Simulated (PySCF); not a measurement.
PBE on S- (sulfur, charge -1), [Ne] 3s2 3p5, 2P determinant. Computed with PySCF 2.14 in aug-cc-pV(T+d)Z with one added diffuse shell each of s, p, d, f type (7s6p5d3f, 71 functions), with no relativity, point nucleus.

```
cycle= 1 E= -398.024556979596  delta_E= -0.00958  |g|= 0.027  |ddm|= 0.251
cycle= 2 E= -398.024623379995  delta_E= -6.64e-05  |g|= 0.016  |ddm|= 0.0482
cycle= 3 E= -398.024649246354  delta_E= -2.59e-05  |g|= 0.0128  |ddm|= 0.0491
cycle= 4 E= -398.024784396081  delta_E= -0.000135  |g|= 0.000993  |ddm|= 0.0266
cycle= 5 E= -398.024785418062  delta_E= -1.02e-06  |g|= 0.000228  |ddm|= 0.00324
cycle= 6 E= -398.02478547478  delta_E= -5.67e-08  |g|= 2.47e-05  |ddm|= 0.000652
cycle= 7 E= -398.024785475459  delta_E= -6.79e-10  |g|= 2.93e-06  |ddm|= 6.94e-05
converged SCF energy = -398.024785475459  <S^2> = 0.75595854  2S+1 = 2.0059497
```

Highest occupied orbital energy: 1.057 eV; ⟨L²⟩ = 2.04; populations by l: s 6.00, p 11.00, d 0.00, f 0.00.

Task: Can this result be used?

Result: With care. The calculation finished and met its thresholds. At PBE the highest occupied level has a positive energy, so only the finite basis holds that electron; in a semilocal or global hybrid functional this comes from self-interaction and does not mean that the real anion is unbound.
